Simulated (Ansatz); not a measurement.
Start from `[NH2][GeH2][Cl]` and change one atom or group to get `[NH2][GeH2][OH]`.

Ansatz, PBE0-D4/def2-TZVP geometries, multiplicity 1. Each molecule was computed in one conformer, which needn't be the lowest.

Scalar relativity is left out up to krypton.

| property | `[NH2][GeH2][Cl]` |
| --- | --- |
| LUMO energy (PBE/def2-TZVPP) / eV | -0.68 |
| size of the dipole moment (B3LYP/def2-TZVPP) / D | 1.67 |
| LUMO energy (ωB97M-V/def2-TZVPP) / eV | 1.94 |
| HOMO–LUMO gap (PBE0/def2-TZVPP) / eV | 8.22 |
| LUMO energy (B3LYP/def2-TZVPP) / eV | -0.04 |
| HOMO–LUMO gap (ωB97M-V/def2-TZVPP) / eV | 12.20 |

What does the change do to each property? (Estimate.)

The calculation gave: 
```csv
property,`[NH2][GeH2][OH]`,shift
LUMO energy (PBE/def2-TZVPP) / eV,-0.22,0.46
size of the dipole moment (B3LYP/def2-TZVPP) / D,2.18,0.51
LUMO energy (ωB97M-V/def2-TZVPP) / eV,2.23,0.29
HOMO–LUMO gap (PBE0/def2-TZVPP) / eV,8.08,-0.14
LUMO energy (B3LYP/def2-TZVPP) / eV,0.31,0.35
HOMO–LUMO gap (ωB97M-V/def2-TZVPP) / eV,12.06,-0.14
```

With PBE0 the HOMO rises by 0.47 eV and the LUMO rises by 0.35 eV, so the gap narrows by about 0.12 eV. PBE moves the HOMO by 0.48 eV and ωB97M-V by 0.43 eV. The zero-point energy changes by 30.4 kJ/mol with +3 modes. Dipoles are sizes alone; their direction can turn.

B3LYP here is the variant with VWN-RPA as its local correlation; programs differ in this.
